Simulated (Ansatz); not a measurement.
Geometry optimisation, Ansatz 0.2.0, RKS PBE-D4/6-31G*.

Input file:

```yaml
crystal:
  periodic: [false, false, false]
  atoms:
    - { symbol: "N", position_ang: [-1.2052, 1.2903, -0.601] }
    - { symbol: Si, position_ang: [-0.2401, 0.8136, 0.6558] }
    - { symbol: O, position_ang: [0.6325, -0.1715, -0.1632] }
    - { symbol: Si, position_ang: [1.0841, -1.6646, 0.0635] }
    - { symbol: H, position_ang: [-2.1904, 1.10795, -0.40876] }
    - { symbol: H, position_ang: [-1.14035, 2.29978, -0.73193] }
    - { symbol: H, position_ang: [0.7487, 1.8881, 1.0153] }
    - { symbol: H, position_ang: [-0.1817, -2.4819, -0.0761] }
    - { symbol: H, position_ang: [1.5902, -1.8935, 1.4585] }
basis:
  gaussian: { orbitals: "6-31G*" }
hamiltonian:
  xc: pbe
  dispersion: d4
relax:
  f_tol: 0.015
  max_steps: 40
```

Run as:

```bash
$ ansatz run input.yaml --threads 1 --pin off --max-ram 2048MiB --backend cpu --events-out ev --progress --plain --runs-dir out
```

Q: Where does it end, and by what steps?

A: The forces met the threshold. The force dipped under the threshold on the way, but the program's further checks kept it going. After 23 steps the energy has fallen by 1.963 eV; O3 moved furthest, 0.91 Å.

```
step  energy less start (eV)  largest force component (eV/Å)  accepted
   0                  0.0000                           3.716       yes
   1                 -1.0941                           1.717       yes
   2                 -1.6338                           1.459       yes
   3                 -1.8283                           1.112       yes
   4                 -1.9105                           0.319       yes
   5                 -1.9171                           0.282       yes
   6                 -1.9310                           0.220       yes
   7                 -1.9375                           0.153       yes
   8                 -1.9430                           0.085       yes
   9                 -1.9477                           0.201       yes
  10                 -1.9516                           0.152       yes
  11                 -1.9538                           0.155       yes
  12                 -1.9558                           0.117       yes
  13                 -1.9576                           0.156       yes
  14                 -1.9587                           0.128       yes
  15                 -1.9603                           0.093       yes
  16                 -1.9615                           0.061       yes
  17                 -1.9615                           0.096       yes
  18                 -1.9623                           0.018       yes
  19                 -1.9625                           0.014       yes
  20                 -1.9626                           0.019       yes
  21                 -1.9626                           0.012       yes
  22                 -1.9626                           0.030        no
  23                 -1.9627                           0.011       yes
```

```xyz
9
Properties=species:S:1:pos:R:3
N -1.200 1.349 -0.529
Si -0.065 1.215 0.780
O 0.824 -0.159 0.726
Si 1.055 -1.711 0.038
H -1.888 0.610 -0.685
H -1.590 2.267 -0.756
H 0.793 2.450 0.733
H -0.330 -2.255 -0.294
H 1.499 -2.579 1.200
```

The run took 120 s on 1 thread of Arm Neoverse V1, on a shared host, peak memory 0.15 GiB.
